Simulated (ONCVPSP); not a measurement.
Plane-wave convergence, ONCV potential for Co (Z = 27)

Co (Z = 27), optimised norm-conserving Vanderbilt (ONCV), made with ONCVPSP 4.0.1 (PBE, scalar-relativistic). Core [Ne], reference 3s2 3p6 3d8 4s1. Waves: 3s+4s: rc 1.05 bohr, ncon 3, nbas 6, qcut 12.8 1/bohr, 2 projectors; 3p: rc 1.05 bohr, ncon 4, nbas 9, qcut 10.2 1/bohr, 2 projectors, debl 0.8 Ha; 3d: rc 1.05 bohr, ncon 3, nbas 8, qcut 15.4 1/bohr, local. Local part: the d channel. Core correction: Teter function, fcfact 4.75, rcfact 1.

In the p channel the program set the typed energies aside and used -2.241, 0.250 Ha.

**Question.** For each optimised wave give the share of its norm inside rc, the residual kinetic energy above qcut (Ha) and the cutoffs (Ha) for errors of 10, 1, 0.1 and 0.01 mHa per electron.

**Answer.**

```json
{"wave": "3s", "norm inside rc": "0.837", "residual KE": "1.2e-06", "10 mHa": "45.0", "1 mHa": "56.9", "0.1 mHa": "66.5", "0.01 mHa": "74.7"}
{"wave": "4s", "norm inside rc": "0.024", "residual KE": "1.1e-07", "10 mHa": "28.2", "1 mHa": "44.7", "0.1 mHa": "57.0", "0.01 mHa": "66.8"}
{"wave": "3p", "norm inside rc": "0.783", "residual KE": "2.3e-06", "10 mHa": "29.1", "1 mHa": "36.9", "0.1 mHa": "43.1", "0.01 mHa": "48.2"}
{"wave": "p projector 2", "norm inside rc": "0.040", "residual KE": "9.8e-07", "10 mHa": "21.4", "1 mHa": "30.1", "0.1 mHa": "37.6", "0.01 mHa": "43.6"}
{"wave": "3d", "norm inside rc": "0.548", "residual KE": "1.1e-05", "10 mHa": "70.2", "1 mHa": "85.7", "0.1 mHa": "98.2", "0.01 mHa": "162.7"}
```

The occupied waves need 86 Ha and 98 Ha for 1 and 0.1 mHa. Note: ghosts flagged at negative energy: s at -203.9 eV; no localised positive-energy state flagged. A true bound ghost makes a file unfit for plane-wave use.
